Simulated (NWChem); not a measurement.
Program: NWChem. System: H₅BN₂, charge 1, spin multiplicity 2, at the geometry of a parent with another charge or spin, in a state set for the comparison that need not be this species' ground state. Its SCF solution wasn't tested for a lower state. Level: UPBE0/STO-3G.

Job file:

```
start mol
memory heap 200 mb stack 900 mb global 1100 mb
charge 1
geometry units angstroms nocenter noautoz
  B      0.000000     0.000000     0.493211
  H      0.000000     0.000000     1.706812
  N      1.243095     0.000000    -0.175939
  H      2.117778     0.000000     0.325975
  H      1.352224     0.000000    -1.180840
  N     -1.243095     0.000000    -0.175939
  H     -1.352224     0.000000    -1.180840
  H     -2.117778     0.000000     0.325975
  symmetry group C2v
end
basis spherical
  * library sto-3g
end
dft
  xc pbe0
  odft
  mult 2
  semidirect memsize 60000000 filesize 0
  iterations 100
end
task dft energy
```

Output (cleaned and shortened):

```
             Northwest Computational Chemistry Package (NWChem) 7.3.0
             --------------------------------------------------------

                                NWChem Input Module
                                -------------------

 Scaling coordinates for geometry "geometry" by  1.889725989
 (inverse scale =  0.529177249)

 Turning off AUTOSYM since
 SYMMETRY directive was detected!

                             Geometry "geometry" -> ""
                             -------------------------

 Output coordinates in angstroms (scale by  1.889725989 to convert to a.u.)

  No.       Tag          Charge          X              Y              Z
 ---- ---------------- ---------- -------------- -------------- --------------
    1 B                    5.0000     0.00000000     0.00000000     0.49321100
    2 H                    1.0000     0.00000000     0.00000000     1.70681200
    3 N                    7.0000     1.24309500     0.00000000    -0.17593900
    4 H                    1.0000     2.11777800     0.00000000     0.32597500
    5 H                    1.0000     1.35222400     0.00000000    -1.18084000
    6 N                    7.0000    -1.24309500     0.00000000    -0.17593900
    7 H                    1.0000    -1.35222400     0.00000000    -1.18084000
    8 H                    1.0000    -2.11777800     0.00000000     0.32597500

 Effective nuclear repulsion energy (a.u.)      68.5768740276

            Nuclear Dipole moment (a.u.)
            ----------------------------
        X                 Y               Z
 ---------------- ---------------- ----------------
    -0.0000000000     0.0000000000    -0.0000170075

      Symmetry information
      --------------------

 Group name             C2v
 Group number             16
 Group order               4
 No. of unique centers     5

      Symmetry unique atoms

     1    2    3    4    5


 Summary of "ao basis" -> "" (spherical)
 ------------------------------------------------------------------------------
       Tag                 Description            Shells   Functions and Types
 ---------------- ------------------------------  ------  ---------------------
 *                           sto-3g                   on all atoms

                                 NWChem DFT Module
                                 -----------------

 Summary of "ao basis" -> "ao basis" (spherical)
 ------------------------------------------------------------------------------
       Tag                 Description            Shells   Functions and Types
 ---------------- ------------------------------  ------  ---------------------
 B                           sto-3g                  3        5   2s1p
 H                           sto-3g                  1        1   1s
 N                           sto-3g                  3        5   2s1p

 Summary of "ao basis" -> "ao basis" (spherical)
 ------------------------------------------------------------------------------
       Tag                 Description            Shells   Functions and Types
 ---------------- ------------------------------  ------  ---------------------
 B                           sto-3g                  3        5   2s1p
 H                           sto-3g                  1        1   1s
 N                           sto-3g                  3        5   2s1p

      Symmetry analysis of basis
      --------------------------

        a1         10
        a2          1
        b1          7
        b2          2

            General Information
            -------------------
          SCF calculation type: DFT
          Wavefunction type:  spin polarized.
          No. of atoms     :     8
          No. of electrons :    23
           Alpha electrons :    12
            Beta electrons :    11
          Charge           :     1
          Spin multiplicity:     2
          Use of symmetry is: on ; symmetry adaption is: on
          Maximum number of iterations: 100
          AO basis - number of functions:    20
                     number of shells:    14
          Convergence on energy requested:  1.00D-06
          Convergence on density requested:  1.00D-05
          Convergence on gradient requested:  5.00D-04

              XC Information
              --------------
                         PBE0 Method XC Functional
                     Hartree-Fock (Exact) Exchange  0.250
          PerdewBurkeErnzerhof Exchange Functional  0.750
            Perdew 1991 LDA Correlation Functional  1.000 local
           PerdewBurkeErnz. Correlation Functional  1.000 non-local

             Grid Information
             ----------------
          Grid used for XC integration:  medium
          Radial quadrature: Mura-Knowles
          Angular quadrature: Lebedev.
          Tag              B.-S. Rad. Rad. Pts. Rad. Cut. Ang. Pts.
          ---              ---------- --------- --------- ---------
          B                   0.85       49           7.0       434
          H                   0.35       45          10.0       434
          N                   0.65       49           9.0       434
          Grid pruning is: on
          Number of quadrature shells:   233
          Spatial weights used:  Erf1

          Convergence Information
          -----------------------
          Convergence aids based upon iterative change in
          total energy or number of iterations.
          Levelshifting, if invoked, occurs when the
          HOMO/LUMO gap drops below (HL_TOL):  1.00D-02
          DIIS, if invoked, will attempt to extrapolate
          using up to (NFOCK): 10 stored Fock matrices.
[...]
 ---------------- ----- ----------------- --------- --------- ---------  ------
 d= 0,ls=0.0,diis     1   -135.2100004805 -2.04D+02  1.61D-02  5.76D-02     0.1
                                                     2.20D-02  7.73D-02
 d= 0,ls=0.0,diis     2   -135.2369973137 -2.70D-02  8.91D-03  3.15D-02     0.2
                                                     7.40D-03  2.21D-02
 d= 0,ls=0.0,diis     3   -135.2519937886 -1.50D-02  8.32D-04  4.39D-04     0.2
                                                     2.69D-03  1.60D-03
 d= 0,ls=0.0,diis     4   -135.2528794092 -8.86D-04  7.37D-04  9.50D-05     0.2
                                                     4.37D-04  2.02D-05
 d= 0,ls=0.0,diis     5   -135.2529580731 -7.87D-05  3.45D-04  6.79D-06     0.3
                                                     3.86D-04  6.80D-06
  Resetting Diis
 d= 0,ls=0.0,diis     6   -135.2529729786 -1.49D-05  4.06D-05  1.36D-07     0.3
                                                     2.89D-05  7.58D-08
 d= 0,ls=0.0,diis     7   -135.2529731369 -1.58D-07  3.92D-06  1.97D-09     0.3
                                                     8.70D-06  9.16D-09

         Total DFT energy =     -135.252973136947
      One electron energy =     -311.760489619282
           Coulomb energy =      127.167829555641
    Exchange-Corr. energy =      -19.237187100910
 Nuclear repulsion energy =       68.576874027605

 Numeric. integr. density =       22.999997546741

     Total iterative time =      0.3s

                  Occupations of the irreducible representations
                  ----------------------------------------------

                     irrep           alpha         beta
                     --------     --------     --------
                     a1                6.0          6.0
                     a2                1.0          0.0
                     b1                4.0          4.0
                     b2                1.0          1.0

                    DFT Final Alpha Molecular Orbital Analysis
                    ------------------------------------------

 Vector   10  Occ=1.000000D+00  E=-6.111080D-01  Symmetry=b2
              MO Center=  2.5D-15, -2.1D-17, -7.6D-02, r^2= 2.0D+00
   Bfn.  Coefficient  Atom+Function         Bfn.  Coefficient  Atom+Function
  ----- ------------  ---------------      ----- ------------  ---------------
    10      0.614630  3 N  py                17      0.614630  6 N  py
     4      0.296802  1 B  py

 Vector   11  Occ=1.000000D+00  E=-5.530779D-01  Symmetry=a2
              MO Center= -4.6D-15, -1.8D-16, -1.8D-01, r^2= 2.1D+00
   Bfn.  Coefficient  Atom+Function         Bfn.  Coefficient  Atom+Function
  ----- ------------  ---------------      ----- ------------  ---------------
    10      0.710474  3 N  py                17     -0.710474  6 N  py

 Vector   12  Occ=1.000000D+00  E=-5.472372D-01  Symmetry=a1
              MO Center= -1.9D-16,  3.1D-18,  1.1D+00, r^2= 1.4D+00
   Bfn.  Coefficient  Atom+Function         Bfn.  Coefficient  Atom+Function
  ----- ------------  ---------------      ----- ------------  ---------------
     6      0.541177  2 H  s                  5      0.454554  1 B  pz
     2      0.276301  1 B  s                 11     -0.166276  3 N  pz
    18     -0.166276  6 N  pz                13      0.157367  5 H  s
    19      0.157367  7 H  s                  8     -0.117618  3 N  s
    15     -0.117618  6 N  s                  1     -0.090169  1 B  s

 Vector   13  Occ=0.000000D+00  E=-9.097002D-02  Symmetry=b2
              MO Center=  2.3D-15,  2.3D-21,  4.0D-01, r^2= 1.2D+00
   Bfn.  Coefficient  Atom+Function         Bfn.  Coefficient  Atom+Function
  ----- ------------  ---------------      ----- ------------  ---------------
     4      1.001125  1 B  py                10     -0.402858  3 N  py
    17     -0.402858  6 N  py

 Vector   14  Occ=0.000000D+00  E= 6.938590D-02  Symmetry=a1
              MO Center=  2.1D-16, -1.2D-18,  1.9D-02, r^2= 4.0D+00
   Bfn.  Coefficient  Atom+Function         Bfn.  Coefficient  Atom+Function
  ----- ------------  ---------------      ----- ------------  ---------------
     8      0.901707  3 N  s                 15      0.901707  6 N  s
    12     -0.733971  4 H  s                 20     -0.733971  8 H  s
     2     -0.468747  1 B  s                  5      0.395596  1 B  pz
    13     -0.325163  5 H  s                 19     -0.325163  7 H  s
     9      0.171347  3 N  px                16     -0.171347  6 N  px

 Vector   15  Occ=0.000000D+00  E= 9.501340D-02  Symmetry=b1
              MO Center=  2.2D-16,  6.6D-18, -6.6D-01, r^2= 3.1D+00
   Bfn.  Coefficient  Atom+Function         Bfn.  Coefficient  Atom+Function
  ----- ------------  ---------------      ----- ------------  ---------------
     8      0.855917  3 N  s                 15     -0.855917  6 N  s
    13     -0.779554  5 H  s                 19      0.779554  7 H  s
     3     -0.476929  1 B  px                12     -0.318090  4 H  s
    20      0.318090  8 H  s                 11     -0.274081  3 N  pz
    18      0.274081  6 N  pz                 7     -0.121450  3 N  s

                     DFT Final Beta Molecular Orbital Analysis
                     -----------------------------------------

 Vector    9  Occ=1.000000D+00  E=-6.965535D-01  Symmetry=b1
              MO Center=  4.9D-15,  2.3D-16,  2.0D-02, r^2= 2.3D+00
   Bfn.  Coefficient  Atom+Function         Bfn.  Coefficient  Atom+Function
  ----- ------------  ---------------      ----- ------------  ---------------
     9      0.500461  3 N  px                16      0.500461  6 N  px
     3     -0.318736  1 B  px                12      0.256284  4 H  s
    20     -0.256284  8 H  s                  8     -0.122689  3 N  s
    15      0.122689  6 N  s                 11     -0.055609  3 N  pz
    18      0.055609  6 N  pz                 7      0.030723  3 N  s

 Vector   10  Occ=1.000000D+00  E=-5.474696D-01  Symmetry=a1
              MO Center=  2.1D-16,  2.1D-31,  1.1D+00, r^2= 1.4D+00
   Bfn.  Coefficient  Atom+Function         Bfn.  Coefficient  Atom+Function
  ----- ------------  ---------------      ----- ------------  ---------------
     6      0.530623  2 H  s                  5      0.465575  1 B  pz
     2      0.265163  1 B  s                 11     -0.169677  3 N  pz
    18     -0.169677  6 N  pz                13      0.165434  5 H  s
    19      0.165434  7 H  s                  8     -0.117786  3 N  s
    15     -0.117786  6 N  s                  9      0.088648  3 N  px

 Vector   11  Occ=1.000000D+00  E=-5.197088D-01  Symmetry=b2
              MO Center= -4.1D-15,  4.4D-17,  2.6D-02, r^2= 1.8D+00
   Bfn.  Coefficient  Atom+Function         Bfn.  Coefficient  Atom+Function
  ----- ------------  ---------------      ----- ------------  ---------------
    10      0.534845  3 N  py                17      0.534845  6 N  py
     4      0.467050  1 B  py

 Vector   12  Occ=0.000000D+00  E=-3.675977D-01  Symmetry=a2
              MO Center=  4.6D-15, -2.1D-16, -1.8D-01, r^2= 2.1D+00
   Bfn.  Coefficient  Atom+Function         Bfn.  Coefficient  Atom+Function
  ----- ------------  ---------------      ----- ------------  ---------------
    10      0.710474  3 N  py                17     -0.710474  6 N  py

 Vector   13  Occ=0.000000D+00  E=-7.831746D-02  Symmetry=b2
              MO Center= -4.1D-16,  1.8D-21,  3.0D-01, r^2= 1.4D+00
   Bfn.  Coefficient  Atom+Function         Bfn.  Coefficient  Atom+Function
  ----- ------------  ---------------      ----- ------------  ---------------
     4      0.933921  1 B  py                10     -0.503990  3 N  py
    17     -0.503990  6 N  py

 Vector   14  Occ=0.000000D+00  E= 8.298191D-02  Symmetry=a1
              MO Center=  1.3D-15,  1.2D-19,  8.9D-02, r^2= 3.9D+00
   Bfn.  Coefficient  Atom+Function         Bfn.  Coefficient  Atom+Function
  ----- ------------  ---------------      ----- ------------  ---------------
     8      0.895161  3 N  s                 15      0.895161  6 N  s
    12     -0.749622  4 H  s                 20     -0.749622  8 H  s
     2     -0.458000  1 B  s                  5      0.428748  1 B  pz
    13     -0.255706  5 H  s                 19     -0.255706  7 H  s
     9      0.170087  3 N  px                16     -0.170087  6 N  px

   alpha - beta orbital overlaps
   -----------------------------

   alpha      1      2      3      4      5      6      7      8      9     10
    beta      1      2      3      4      5      6      7      8      9     11
 overlap   1.000  1.000  1.000  1.000  1.000  0.991  0.991  1.000  1.000  0.985

   alpha     11     12     13     14     15     16     17     18     19     20
    beta     12     10     13     14     15     16     17     18     20     19
 overlap   1.000  1.000  0.985  0.996  0.999  0.996  0.999  0.999  1.000  1.000

     --------------------------
     Expectation value of S2:
     --------------------------
      <S2> =      0.7832 (Exact =     0.7500)

 center of mass
 --------------
 x =  -0.00000000 y =   0.00000000 z =   0.02143039

 moments of inertia (a.u.)
 ------------------
          33.925531255079           0.000000000000          -0.000000000000
           0.000000000000         233.916795969696           0.000000000000
          -0.000000000000           0.000000000000         199.991264714618

     Multipole analysis of the density
     ---------------------------------

     L   x y z        total         alpha         beta         nuclear
     -   - - -        -----         -----         ----         -------
     0   0 0 0      1.000000    -12.000000    -11.000000     24.000000

     1   1 0 0      0.000000     -0.000000      0.000000     -0.000000
     1   0 1 0      0.000000      0.000000      0.000000      0.000000
     1   0 0 1     -0.760711     -0.125876     -0.634819     -0.000017

     2   2 0 0     -1.270605    -65.065650    -58.553115    122.348161
     2   1 1 0      0.000000      0.000000      0.000000      0.000000
     2   1 0 1     -0.000000      0.000000     -0.000000      0.000000
     2   0 2 0    -12.769111     -6.878018     -5.891094      0.000000
     2   0 1 1      0.000000      0.000000      0.000000      0.000000
     2   0 0 2     -9.694403    -18.440479    -18.265961     27.012037

 Task  times  cpu:        0.3s     wall:        0.3s

 Total times  cpu:        0.3s     wall:        0.3s
```
